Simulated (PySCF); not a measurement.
Ga(Me)(NH2)2 (CH7GaN2), SMILES [CH3][Ga]([NH2])[NH2].

Geometry: TPSSh-D3(BJ)/def2-SVP. The structure was generated by enumeration; whether it is a known compound was not checked. The values are those of a single conformer.

Calculation: PySCF with M06-2X/def2-TZVP.

The molecule is in vacuum.

- total energy: -2076.71700 hartree
- highest occupied level: -8.02 eV
- lowest empty level: 1.01 eV
- orbital gap: 9.03 eV
- dipole moment: 0.18 D
- quadrupole, principal values (traceless, Buckingham form, about the centre of nuclear charge): -5.13, 1.15, 3.98 D·Å
- mean static polarisability: 53.7 bohr³ (7.96 Å³)
- polarisability, principal values: 43.7, 57.4, 60.1 bohr³
